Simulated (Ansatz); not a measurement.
Wavefunction ladder for `FB1C=CO1`

```xyz
7

F     0.673   -0.408   -2.168
B     0.377   -0.170   -0.922
C    -0.848   -0.022    0.021
C     0.141    0.180    0.891
O     1.317    0.062    0.107
H    -1.918   -0.035    0.123
H     0.258    0.393    1.948
```

Charge 0, multiplicity 1. Geometry: relaxed with PBE0-D4/def2-TZVP. Frozen core, restricted reference, Ansatz. CBS rows extrapolate triple and quadruple zeta; past MP2 they add the triple-zeta difference.

```tsv
basis	HF (Eh)	MP2 corr.
def2-SVP	-275.70740	-0.69449
def2-TZVPP	-276.04049	-0.87498
def2-QZVPP	-276.05281	-0.94393
```

Estimate the CCSD correlation energy and the (T) correction in each basis where they were run (hartree).


```tsv
basis	CCSD corr.	(T)
def2-SVP	-0.71755	-0.02236
def2-TZVPP	-0.88864	-0.03717
CBS(def2)	-1.00866	as TZ
```
